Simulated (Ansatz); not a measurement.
C₂H₅BBrInO, SMILES `B[O][In]([Br])[CH]=C`, relaxed with RKS PBE0-D4/def2-TZVP in Ansatz from a GFN2-xTB geometry. The force threshold is 0.005 eV/Å; the program also tests the step.

Charge 0, multiplicity 1. In takes the def2 core potential.

Start:

```xyz
11

B    -1.681   -1.710    0.814
O    -1.534   -0.461    1.191
In   -0.295    1.113    0.841
Br   -1.085    2.855    2.434
C     1.352    1.156   -0.694
C     1.555    0.142   -1.502
H    -0.970   -2.253    0.033
H    -2.581   -2.310    1.292
H     1.939    2.063   -0.696
H     0.951   -0.756   -1.473
H     2.349    0.159   -2.241
```

| step | energy (eV) | largest force (eV/Å) | largest move (Å) |
| --- | --- | --- | --- |
| 1 | -80088.8626 | 1.510 | 0.000 |
| 2 | -80089.0251 | 0.489 | 0.194 |
| 3 | -80089.0612 | 0.277 | 0.062 |
| 4 (rejected) | -80089.0438 | 0.395 | 0.104 |
| 5 | -80089.0729 | 0.163 | 0.052 |
| 6 | -80089.0844 | 0.212 | 0.098 |
| 7 | -80089.0891 | 0.059 | 0.060 |
| 8 | -80089.0896 | 0.033 | 0.027 |
| 9 | -80089.0897 | 0.028 | 0.019 |
| 10 | -80089.0903 | 0.020 | 0.060 |
| 11 (rejected) | -80089.0890 | 0.214 | 0.198 |
| 13 | -80089.0905 | 0.017 | 0.021 |
| 15 (rejected) | -80089.0910 | 0.114 | 0.052 |
| 17 | -80089.0924 | 0.060 | 0.073 |
| 19 | -80089.0924 | 0.156 | 0.015 |
| 21 | -80089.0943 | 0.023 | 0.039 |
| 23 | -80089.0945 | 0.035 | 0.010 |
| 25 | -80089.0947 | 0.024 | 0.029 |
| 27 | -80089.0948 | 0.016 | 0.019 |
| 29 | -80089.0948 | 0.006 | 0.011 |
| 30 | -80089.0948 | 0.004 | 0.002 |

End:

```xyz
11

B    -1.510   -1.612    0.754
O    -1.744   -0.313    0.958
In   -0.351    1.124    0.825
Br   -0.830    2.881    2.467
C     1.200    1.080   -0.602
C     1.340    0.069   -1.452
H    -0.391   -2.023    0.512
H    -2.430   -2.388    0.813
H     1.893    1.916   -0.630
H     0.679   -0.792   -1.459
H     2.143    0.058   -2.187
```

Run time 2.8 min (4 threads of an Intel Xeon on a shared host); peak host memory 1 GiB.
